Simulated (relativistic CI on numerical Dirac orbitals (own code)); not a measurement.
**Ag²⁺: resonant inelastic scattering at the L2,3 edge**

Computed with this model: Dirac-Coulomb-Breit CI, separate exchange-only KLI orbitals for each configuration, model QED (radiative potential, 1s self-energy scaled to tabulated hydrogen-like ionisation energies), valence Slater integrals scaled by 0.7, Kramers-Heisenberg scattering through one core-hole configuration in a parametric crystal field; configurations [Kr] 4d9 → [He] 2s2 2p5 3s2 3p6 3d10 4s2 4p6 4d10; 80 K; core-hole width 0.96 eV; summed over polarisations. Incident energies are the highest absorption maxima for each field (at most a few, so the weaker spin-orbit partner edge can be absent), on the computed scale of the free ion. Intensities are in per cent of the strongest line above 0.02 eV; levels within 1 cm⁻¹ are merged; final levels count from the ground level, the first row holds all elastic scattering, lines under 0.4 are left out and each table stops after 24 rows. The scale of the Slater integrals is a model choice and moves the terms in proportion.

Field parameters in Wybourne normalisation: D4h B²₀ = −7Ds, B⁴₀ = 21(Dq − Dt), B⁴₄ = 21√(5/14) Dq. The field is a parameter set, without covalency.

S is read from ⟨S²⟩ = S(S + 1).

D4h, 10Dq = 12800, Ds = -1500, Dt = 780 cm⁻¹:

```json
{"Final level (eV)": "0.000", "Degeneracy": "2", "Irrep": "Γ6", "S": "0.50", "3349.2 eV": "187.8"}
{"Final level (eV)": "0.267", "Degeneracy": "2", "Irrep": "Γ7", "S": "0.50", "3349.2 eV": "97.3"}
{"Final level (eV)": "0.780", "Degeneracy": "2", "Irrep": "Γ7", "S": "0.50", "3349.2 eV": "100.0"}
{"Final level (eV)": "1.057", "Degeneracy": "2", "Irrep": "Γ6", "S": "0.50", "3349.2 eV": "75.6"}
{"Final level (eV)": "1.972", "Degeneracy": "2", "Irrep": "Γ7", "S": "0.50", "3349.2 eV": "56.0"}
```

D4h, 10Dq = 12800, Ds = -860, Dt = 780 cm⁻¹:

| Final level (eV) | Degeneracy | Irrep | S | 3349.1 eV | 3522.2 eV |
| --- | --- | --- | --- | --- | --- |
| 0.000 | 2 | Γ7 | 0.50 | 106.6 | 7.0 |
| 0.033 | 2 | Γ6 | 0.50 | 61.8 | 4.9 |
| 0.722 | 2 | Γ7 | 0.50 | 100.0 | 5.3 |
| 1.022 | 2 | Γ6 | 0.50 | 17.3 | 27.1 |
| 1.700 | 2 | Γ7 | 0.50 | 62.3 | 19.8 |

For the first field the strongest loss at the lowest incident energy is the level at 0.78 eV (S = 0.50, against 0.50 in the thermal ground state).
